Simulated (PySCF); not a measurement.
# Shieldings and the share of exact exchange

Molecule: SMILES FC(F)[SiH2]O[SiH3], CH₆F₂OSi₂.

Cartesian coordinates in Å; atom numbers follow the order of the lines, from 1:
```xyz
12

F    -1.1469   -1.4278    0.9600
C    -1.7521   -0.6398    0.0263
F    -3.0062   -0.3458    0.4638
Si   -0.7537    0.9864   -0.1493
O     0.7944    0.5917   -0.5686
Si    2.1698   -0.1926   -0.0553
H    -1.8473   -1.2370   -0.9004
H    -0.8098    1.6799    1.1689
H    -1.3568    1.8197   -1.2233
H     2.5765    0.3207    1.2868
H     1.9255   -1.6617    0.0304
H     3.2460    0.0786   -1.0481
```

GIAO shieldings (ppm, equivalent atoms averaged) in PySCF 2.14 on the PBE0-D3(BJ)/def2-SVP geometry, basis pcSseg-1, gas phase, non-relativistic:

| functional | exact exchange (%) | σ(F1/F3) | σ(C2) | σ(Si4) | σ(Si6) |
| --- | --- | --- | --- | --- | --- |
| BLYP | 0 | 310.1 | 46.9 | 361.7 | 364.6 |
| BP86 | 0 | 313.3 | 52.8 | 365.8 | 367.1 |
| PBE | 0 | 311.2 | 53.1 | 366.3 | 368.2 |
| B3LYP | 20 | 328.3 | 55.1 | 373.2 | 377.0 |
| PBE0 | 25 | 333.3 | 62.8 | 381.2 | 384.4 |
| mPW1PW91 | 25 | 334.0 | 62.1 | 380.4 | 383.3 |
| HF | 100 | 377.4 | 84.0 | 427.5 | 433.9 |

**Question.** Fit each shielding as a line in the percentage of exact exchange.

**Answer.** σ(F1/F3) = 313.7 + 0.66 x (rms 2.7 ppm); σ(C2) = 51.5 + 0.33 x (rms 2.7 ppm); σ(Si4) = 364.1 + 0.63 x (rms 2.0 ppm); σ(Si6) = 366.3 + 0.67 x (rms 1.5 ppm). The functionals also differ in their semilocal parts, which the line can't hold; Hartree–Fock has no correlation at all.

**Question.** What does the line predict for BHandHLYP (50 %), and what does the run give?

**Answer.** σ(F1/F3): 346.7 predicted, 349.6 computed; σ(C2): 68.0 predicted, 66.1 computed; σ(Si4): 395.6 predicted, 392.2 computed; σ(Si6): 399.8 predicted, 397.1 computed ppm.
